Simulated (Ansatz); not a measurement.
A made-up structure of LiSiH2Te, doublet:

Li1  (-0.266, -0.047, 1.765)
Te2  (1.456, -1.349, 0.439)
Si3  (0.248, 0.410, -0.726)
H4  (-0.532, 0.116, 3.324)
H5  (-0.731, 1.012, 0.316)
(Å)

It is relaxed with PBE-D4/def2-SVP and then PBE0-D4/def2-TZVP (Ansatz 0.2.0). Atoms count as bonded within 1.22 times the sum of their covalent radii (H–H: 0.88 Å). The end point is not checked to be a true minimum.

**Question.** Does its bonding change? (A judgement: the text doesn't fix the answer.)

**Answer.** By the calculation: Yes. Formed: Te2–H4; broken: Li1–H4.

Where it ends: The first stage lowers the energy by 1.30 eV in 25 steps. It ends as LiSiH₂Te ([H]1[Li]2[TeH][Si]12):
Li1  (-1.356, 0.697, 1.420)
Te2  (0.379, -1.286, 1.497)
Si3  (0.617, 0.854, -0.056)
H4  (1.447, -0.731, 2.640)
H5  (-0.913, 0.607, -0.383)
(Å)

Labels in which every atom is bracketed show which atoms are joined, not bond orders.

For scale, one of the runs: PBE0-D4/def2-TZVP relaxation, 113 basis functions, launched by `ansatz run in.yaml --threads 2 --pin off --events-out ev --progress --plain --max-ram 4352MiB`. Hardware: 2 CPU threads of an Intel Xeon 6975P-C, shared host. Wall time about 16 s.
